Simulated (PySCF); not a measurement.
SMILES [Cl][Ge]([Cl])([Cl])[CH2][CH2][GeH3] (C2H7Cl3Ge2), CAM-B3LYP/def2-SVP optimised geometry.

```
14

Ge    -1.62    -3.00     3.09
C     -0.95    -1.98     1.54
C     -1.42    -0.53     1.53
Ge    -0.74     0.46     0.00
Cl    -1.41     2.50     0.00
Cl     1.41     0.46     0.00
Cl    -1.39    -0.45    -1.84
H     -1.10    -4.44     3.02
H     -3.16    -3.00     3.08
H     -1.13    -2.34     4.39
H     -1.28    -2.50     0.63
H      0.15    -2.03     1.56
H     -2.52    -0.44     1.48
H     -1.09     0.03     2.42
```

Density from CAM-B3LYP/def2-TZVP in PySCF at that geometry.

Minimum of the electron density along straight lines between bonded atoms, close to the bond critical point (lines longer than 1.1 times the sum of covalent radii, or with two minima, are not listed):

```json
[
 {"bond": "Ge1–C2", "length / Å": "1.966", "ρ at the minimum / e bohr⁻³": "0.126", "∇²ρ there / e bohr⁻⁵": "___", "position (fraction from the first atom)": "0.47"},
 {"bond": "C2–C3", "length / Å": "1.528", "ρ at the minimum / e bohr⁻³": "0.241", "∇²ρ there / e bohr⁻⁵": "___", "position (fraction from the first atom)": "0.49"},
 {"bond": "C3–Ge4", "length / Å": "1.940", "ρ at the minimum / e bohr⁻³": "0.136", "∇²ρ there / e bohr⁻⁵": "___", "position (fraction from the first atom)": "0.52"},
 {"bond": "Ge4–Cl5", "length / Å": "2.145", "ρ at the minimum / e bohr⁻³": "0.108", "∇²ρ there / e bohr⁻⁵": "0.16", "position (fraction from the first atom)": "0.43"},
 {"bond": "Ge4–Cl6", "length / Å": "2.148", "ρ at the minimum / e bohr⁻³": "0.107", "∇²ρ there / e bohr⁻⁵": "0.16", "position (fraction from the first atom)": "0.43"},
 {"bond": "Ge4–Cl7", "length / Å": "2.148", "ρ at the minimum / e bohr⁻³": "0.107", "∇²ρ there / e bohr⁻⁵": "0.16", "position (fraction from the first atom)": "0.43"},
 {"bond": "Ge1–H8", "length / Å": "1.535", "ρ at the minimum / e bohr⁻³": "0.134", "∇²ρ there / e bohr⁻⁵": "0.06", "position (fraction from the first atom)": "0.59"},
 {"bond": "Ge1–H9", "length / Å": "1.538", "ρ at the minimum / e bohr⁻³": "0.133", "∇²ρ there / e bohr⁻⁵": "0.06", "position (fraction from the first atom)": "0.59"},
 {"bond": "Ge1–H10", "length / Å": "1.538", "ρ at the minimum / e bohr⁻³": "0.133", "∇²ρ there / e bohr⁻⁵": "0.06", "position (fraction from the first atom)": "0.59"},
 {"bond": "C2–H11", "length / Å": "1.101", "ρ at the minimum / e bohr⁻³": "0.273", "∇²ρ there / e bohr⁻⁵": "-0.91", "position (fraction from the first atom)": "0.64"},
 {"bond": "C2–H12", "length / Å": "1.101", "ρ at the minimum / e bohr⁻³": "0.273", "∇²ρ there / e bohr⁻⁵": "-0.91", "position (fraction from the first atom)": "0.64"},
 {"bond": "C3–H13", "length / Å": "1.101", "ρ at the minimum / e bohr⁻³": "0.273", "∇²ρ there / e bohr⁻⁵": "-0.92", "position (fraction from the first atom)": "0.65"},
 {"bond": "C3–H14", "length / Å": "1.101", "ρ at the minimum / e bohr⁻³": "0.273", "∇²ρ there / e bohr⁻⁵": "-0.92", "position (fraction from the first atom)": "0.65"}
]
```

Problem. Some entries are withheld; supply them.

Solution. 
- Ge1–C2, ∇²ρ there / e bohr⁻⁵: 0.08
- C2–C3, ∇²ρ there / e bohr⁻⁵: -0.58
- C3–Ge4, ∇²ρ there / e bohr⁻⁵: 0.02
